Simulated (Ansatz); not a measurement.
`F[C@@H]1[C@@H](F)C(F)(F)[C@H]1F`, charge 0, multiplicity 1.

(1) Give a relaxed structure at PBE0-D4/def2-TZVP (Ansatz). (Best estimate.)

Answers

(1) Ansatz gave: 
```xyz
12

F     1.218    1.057   -1.608
C     0.844    0.512   -0.419
C    -0.504    0.947    0.157
F    -0.497    1.904    1.114
C    -0.701   -0.509    0.614
F    -0.266   -0.710    1.867
F    -1.932   -1.028    0.501
C     0.341   -0.931   -0.437
F     1.216   -1.904   -0.090
H     1.642    0.638    0.319
H    -1.218    1.205   -0.631
H    -0.145   -1.180   -1.385
```
Point group Cs.
This is one stationary point; other conformers may exist.
